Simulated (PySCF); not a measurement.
```xyz
14

B      2.8348    -0.2547    -0.5557
C      1.7071     0.5412     0.0613
C      0.4195     0.1052    -0.0119
C     -0.7249     0.7540     0.5270
C     -1.9974     0.2910     0.4352
N     -2.4250    -0.8261    -0.1939
H      2.5786    -1.2866    -1.1186
H      3.9772     0.1056    -0.5037
H      1.8775     1.4834     0.5825
H      0.2663    -0.8369    -0.5401
H     -0.5811     1.6910     1.0518
H     -2.7968     0.8697     0.8868
H     -1.7699    -1.4936    -0.5584
H     -3.3659    -1.1433    -0.0620
```

Charge 0, multiplicity 1.

Question: Give the Mulliken and meta-Löwdin atomic charges from PBE0-D4/def2-TZVP in PySCF.

Answer: 
```csv
atom,Mulliken (e),meta-Löwdin (e)
B1,-0.10,-0.10
C2,-0.23,-0.24
C3,0.00,-0.03
C4,-0.15,-0.23
C5,0.01,0.03
N6,-0.41,-0.40
H7,-0.02,-0.01
H8,-0.01,0.00
H9,0.09,0.11
H10,0.07,0.10
H11,0.12,0.13
H12,0.13,0.13
H13,0.25,0.25
H14,0.25,0.26
```
